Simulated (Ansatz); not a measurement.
Computed with Ansatz on PBE0-D4/def2-TZVP structures; ΔE is electronic, products minus reactants. CCSD(T)/CBS is the MP2 limit (def2-TZVPP, def2-QZVPP) plus CCSD(T) − MP2 in def2-TZVPP, frozen cores. DFT in def2-TZVPP. B3LYP here is the variant with VWN-RPA as its local correlation; programs differ in this. One conformer a species, not always the lowest.

Reaction (isomerisation): `CS[SiH]1CC1` → `C[SiH2]C(C)=S`

Question: Is it downhill or uphill in electronic energy at CCSD(T)/CBS, and by how much? (Estimate.)

Answer: Computed: Downhill: ΔE = -3.9 kJ/mol.

Question: What do these levels give: r2SCAN-D4, B97M-V, B3LYP-D4, ωB97M-V, BLYP, MP2/CBS(def2)? (An estimate is asked.)

Answer: Computed: r2SCAN-D4 8.1, B97M-V 6.4, B3LYP-D4 -10.0, ωB97M-V 4.0, BLYP -14.5, MP2/CBS(def2) 4.8 kJ/mol.

Largest T1 diagnostic among the species: 0.014.

From PBE to PBE0 (25 % exact exchange), in def2-TZVPP and without D4, ΔE moves by +5.9 kJ/mol. In def2-TZVPP, CCSD(T) changes the Hartree–Fock value by +9.4 kJ/mol (the triples alone add −2.0 kJ/mol) and MP2 by +18.1 kJ/mol. At CCSD(T), def2-SVP lies −21.5 kJ/mol from the extrapolated value and def2-TZVPP −3.8 kJ/mol.
